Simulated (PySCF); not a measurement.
C₃H₃ (SMILES [CH]=C=C), doublet, geometry from GFN2-xTB. Base run: PySCF with PBE0/6-31G.

PySCF was given this input:
```python
from pyscf import gto, scf, dft, solvent

mol = gto.Mole()
mol.atom = '''
    C     0.001404   -0.018997    0.109188
    C     0.016848   -0.227990    1.310390
    C    -0.015720    0.212717   -1.222609
    H     0.030126   -0.407665    2.343087
    H     0.899848    0.246266   -1.784816
    H    -0.945169    0.367019   -1.740084
'''
mol.basis = '6-31g'
mol.charge = 0
mol.spin = 1
mol.verbose = 4
mol.build()

mf = dft.UKS(mol)
mf.xc = 'pbe0'
mf.kernel()
mf.analyze()
```

The base run was repeated with changes; each row names its change, and settings that it needs were set with it.

```csv
change,ΔE vs base (kcal/mol),dipole (D)
base,0.000,0.06
model = IEF-PCM; solvent = dichloromethane,-2.17,0.15
model = IEF-PCM; solvent = 2-propanol,-2.41,0.15
model = IEF-PCM; solvent = dichloromethane; lebedev_order = 11,-2.05,0.14
model = IEF-PCM; solvent = dichloromethane; r_probe = 0.5,-0.81,0.09
model = IEF-PCM; solvent = n-hexane,-0.90,0.09
model = IEF-PCM; solvent = dichloromethane; vdw_scale = 1.4,-1.21,0.11
model = IEF-PCM; solvent = toluene,-1.18,0.11
model = C-PCM; solvent = dichloromethane,-2.31,0.15
model = IEF-PCM; solvent = dichloromethane; vdw_scale = 1.1,-2.94,0.18
model = ddCOSMO; solvent = dichloromethane,-1.51,0.13
model = IEF-PCM; solvent = dichloromethane; vdw_scale = 1.0,-3.96,0.22
```

The base is the gas phase, so ΔE is the electrostatic part of solvation at a fixed geometry, without cavity and dispersion terms.

Open shells are given as the SCF converged; they aren't shown to be the lowest states, and a large step between rows can be another state.
